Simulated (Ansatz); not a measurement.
Computed with Ansatz on PBE0-D4/def2-TZVP structures; ΔE is electronic, products minus reactants. CCSD(T)/CBS is the MP2 limit (def2-TZVPP, def2-QZVPP) plus CCSD(T) − MP2 in def2-TZVPP, frozen cores. This one scheme is used for every species. Functionals use def2-TZVPP. B3LYP here is the variant with VWN-RPA as its local correlation; programs differ in this. Elements past krypton have def2 core potentials. For Te outer-core shells are correlated without core-valence functions, which leaves a few kJ/mol of doubt a bond. One conformer a species, not always the lowest.

Consider the ligand exchange at the Si–O bond: `[NH2][AlH][O][SiH2][SiH3]` + H₂Te → `[SiH3][SiH2][TeH]` + `[NH2][AlH][OH]`.

(1) Is it downhill or uphill in electronic energy at CCSD(T)/CBS, and by how much? (Best estimate.)

(2) What do these levels give: PBE-D4, r2SCAN-D4, PBE0-D4, B3LYP-D4, ωB97M-V, PBE, PBE0, HF/def2-TZVPP, MP2/def2-TZVPP, CCSD/def2-TZVPP, HF/def2-QZVPP, MP2/def2-QZVPP? (Best estimate.)

Largest T1 diagnostic among the species: 0.012.

## Answers

(1) Computed: Uphill: ΔE = +9.1 kcal/mol.

(2) The calculation gave: PBE-D4 6.7, r2SCAN-D4 9.7, PBE0-D4 7.6, B3LYP-D4 11.4, ωB97M-V 10.7, PBE 6.5, PBE0 7.3, HF/def2-TZVPP 15.0, MP2/def2-TZVPP 9.0, CCSD/def2-TZVPP 11.8, HF/def2-QZVPP 15.4, MP2/def2-QZVPP 8.0 kcal/mol.

In def2-TZVPP, CCSD(T) changes the Hartree–Fock value by −4.0 kcal/mol (the triples alone add −0.8 kcal/mol) and MP2 by −6.0 kcal/mol. From PBE to PBE0 (25 % exact exchange), in def2-TZVPP and without D4, ΔE moves by +0.9 kcal/mol.
